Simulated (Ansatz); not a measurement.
The same path of a periodic cell of 17 atoms, Si (host Si, host structure diamond, interstitial Si) was run twice with different band settings. Lost on the way: Si6–Si17. Made: Si15–Si17.

Theory: DFT PBE, scalar-relativistic, plane waves, PAW in Ansatz. Settings: PAW set soft_1, cutoff 420 eV, k mesh 2x2x2, gaussian smearing 0.05 eV, no spin polarisation.

Relaxed end points:

```xyz
17
Lattice="0.0000 5.4300 5.4300 5.4300 0.0000 5.4300 5.4300 5.4300 0.0000" Properties=species:S:1:pos:R:3
Si -0.001 0.002 -0.002
Si 1.335 1.336 1.330
Si 2.715 2.717 -0.038
Si 4.093 4.098 1.332
Si 2.715 -0.030 2.712
Si 4.095 1.337 4.093
Si 5.461 2.717 2.713
Si 6.782 4.081 4.073
Si -0.031 2.717 2.713
Si 1.335 4.099 4.094
Si 2.715 5.467 2.713
Si 4.080 6.785 4.074
Si 2.715 2.717 5.460
Si 4.077 4.079 6.781
Si 5.430 5.432 5.428
Si 6.782 6.787 6.779
Si 2.714 2.718 2.712
```

```xyz
17
Lattice="0.0000 5.4300 5.4300 5.4300 0.0000 5.4300 5.4300 5.4300 0.0000" Properties=species:S:1:pos:R:3
Si -0.005 0.005 -0.005
Si 1.357 1.324 1.357
Si 2.740 2.690 -0.025
Si 4.106 4.073 1.357
Si 2.719 0.004 2.719
Si 4.072 1.358 4.072
Si 5.426 2.710 2.720
Si 6.789 4.071 4.039
Si -0.024 2.691 2.739
Si 1.357 4.073 4.106
Si 2.741 5.455 2.741
Si 4.078 6.785 4.076
Si 2.719 2.711 5.426
Si 4.040 4.071 6.788
Si 5.411 5.449 5.411
Si 6.789 6.821 6.789
Si 1.363 4.070 1.361
```

Common settings: climbing image yes; force threshold 0.05 eV/Å; end points relaxed.

| run | movable images | spring | optimiser | start path | iteration limit |
| --- | --- | --- | --- | --- | --- |
| 1 | 5 | 5.0 eV/Å² | quadratic models (default) | straight line | 67 |
| 2 | 3 | 50.0 eV/Å² | fire | default | 50 |

Question: What does each run give, and how far can it be trusted?

Answer: Run 1: converged after 6 iterations, highest image 0.309 eV above the first end. By the program's own check the climbing image is a first-order saddle point (lowest curvatures found: -0.23 and 0.54 eV/Å²).
Run 2: converged after 28 iterations, highest image 0.310 eV above the first end. The order of the stationary point at the top wasn't checked.
Limits of this set-up: coarse k mesh.
